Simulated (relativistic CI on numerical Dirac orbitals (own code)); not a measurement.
## One change at a time: Br VI

Base calculation: Dirac-Coulomb-Breit CI, orbitals from a KLI potential per configuration, model QED, valence Slater integrals scaled by 0.85, P86 correlation energy added to each configuration.

Configurations in the expansion (outside the closed core [Ar] 3d10): 4s², 4s4p, 4p², 4s4d, 4s4f, 4d², 4p4d, 4s5s, 4s5p, 4f², 4p4f, 4s5d, 4s6s, 4p5s, 4s6p, 4s5f. Levels of other configurations are missing.

Variants: (1) valence Slater integrals scaled by 0.75; (2) Slater integrals left unscaled; (3) non-relativistic limit. Shifts of the energy above 4s² ¹S0, in cm⁻¹, for the lowest level and the first level of each name with at least 55 % of one term (blank where a level changes its place among those of its configuration and J or its character, or is not in the variant):

```tsv
Level	Base	Δ(1)	Δ(2)	Δ(3)	Measured
4s² ¹S0	0	0	0	0	0
4s4p ³P°0	100545	+272	-214	-2847	104316
4s4p ³P°1	102601	+237	-170	-4903	106431
4s4p ³P°2	107332	+239	-165	-9634	111336
4s4p ¹P°1	148464	-4354	+6479	-7953	151274
4p² ³P0	241148	-496	+895	-9990	244136
4p² ¹D2	243801	+311	-557	-13028	
4p² ³P1	244286	-381	+759	-13127	247406
4p² ³P2	250430	-60	+362	-19271	253892
4p² ¹S0	282092	-4416	+6819	-16319	
4s4d ³D1	300882	-694	+1227	-10258	304648
4s4d ³D2	301184	-696	+1229	-10560	304967
4s4d ³D3	301652	-697	+1231	-11027	305451
4s4d ¹D2	326870	-4218	+6498	-11119
```

At this charge configurations can still be misplaced by up to about 7 % of their energy. 10 of the 10 excited levels that our extract of the measured tables holds in this range could be paired (the sources list more); they are missed by 3533 cm⁻¹ on average and 4004 at most, and levels without a partner can miss by more.

Measured levels: Moore, Atomic Energy Levels, vol. II, NSRDS-NBS 35 (1971 reprint of NBS Circular 467, 1952).

Ionisation energy from the two ground configurations alone: base 86.26 eV. The NIST ASD value (measured) is 87.39 eV.

LS names give the leading component of a level, which can be under half, so a name can repeat, a term be missing and a line seem to break the LS rules.
